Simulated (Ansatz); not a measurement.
All numbers were calculated with Ansatz.

C₄H₁₀O₂S (`CC(C)S(C)(=O)=O`) at its PBE0-D4/def2-TZVP geometry, where that method's forces vanish. Charge 0, multiplicity 1.

| atom | x (Å) | y (Å) | z (Å) |
| --- | --- | --- | --- |
| C1 | 0.080 | -0.939 | -1.296 |
| C2 | 0.039 | 0.397 | -0.580 |
| C3 | -1.071 | 1.302 | -1.092 |
| S4 | -0.222 | 0.192 | 1.188 |
| C5 | 1.176 | -0.742 | 1.751 |
| O6 | -1.398 | -0.615 | 1.383 |
| O7 | -0.139 | 1.493 | 1.796 |
| H8 | 0.174 | -0.771 | -2.371 |
| H9 | 0.926 | -1.555 | -0.985 |
| H10 | -0.841 | -1.496 | -1.115 |
| H11 | 1.002 | 0.914 | -0.651 |
| H12 | -1.090 | 2.250 | -0.555 |
| H13 | -2.042 | 0.817 | -0.978 |
| H14 | -0.909 | 1.503 | -2.153 |
| H15 | 1.064 | -0.791 | 2.834 |
| H16 | 1.155 | -1.744 | 1.328 |
| H17 | 2.095 | -0.214 | 1.497 |

Task: For each bond, give half the difference of the two atoms' forces along it (eV/Å; positive pushes the atoms apart) under PBE-D4, r2SCAN-D4, B3LYP-D4, ωB97M-V in def2-TZVPP. (An estimate is asked.)

Result: The calculation gave: 
```csv
bond,length (Å),PBE-D4,r2SCAN-D4,B3LYP-D4,ωB97M-V
C1–C2,1.517,-0.04,0.07,0.15,0.18
C1–H9,1.091,0.10,-0.04,-0.08,-0.07
C1–H10,1.092,0.12,-0.03,-0.07,-0.07
C2–C3,1.521,0.00,0.09,0.15,0.16
C2–S4,1.798,-0.05,0.04,0.07,-0.08
C3–H12,1.090,0.10,-0.04,-0.08,-0.07
C3–H13,1.092,0.11,-0.03,-0.07,-0.07
C3–H14,1.092,0.10,-0.03,-0.08,-0.08
S4–C5,1.772,-0.07,0.05,0.14,0.04
S4–O6,1.440,0.76,0.25,0.21,0.05
S4–O7,1.439,0.75,0.24,0.20,0.05
C5–H15,1.090,0.09,-0.03,-0.09,-0.06
C5–H16,1.088,0.07,-0.05,-0.08,-0.06
C5–H17,1.089,0.07,-0.04,-0.08,-0.05
```

B3LYP here is the variant with VWN-RPA as its local correlation; programs differ in this.
